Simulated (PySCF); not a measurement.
The numbers are results of PBE-D3(BJ)/def2-TZVP // CAM-B3LYP-D3(BJ)/def2-SVP run with PySCF, not measurements. All species are isolated molecules in the gas phase. One relaxed conformer stands for a flexible species; it need not be the lowest. Excitations are Tamm–Dancoff values on a coarser integration grid. The basis has no diffuse functions, so Rydberg states are missing or too high.

Reference species (SMILES): `[F][In]([F])[F]` (neutral, multiplicity 1).

The S1–T1 gap (TDA) is 0.50 eV and the S1 oscillator strength comes out as 0.000.

Changed species: `C[N](C)[In]([F])[F]` (C–N–In–F torsion 180°) (1 of 3 F replaced by N(CH3)2; the reference has 0 of 3 F replaced by N(CH3)2).

### Question
What does the change do to the S1–T1 gap (TDA) and S1 oscillator strength?

### Answer
the S1–T1 gap (TDA) falls by 0.09 eV, to 0.41 eV; the S1 oscillator strength hardly moves.
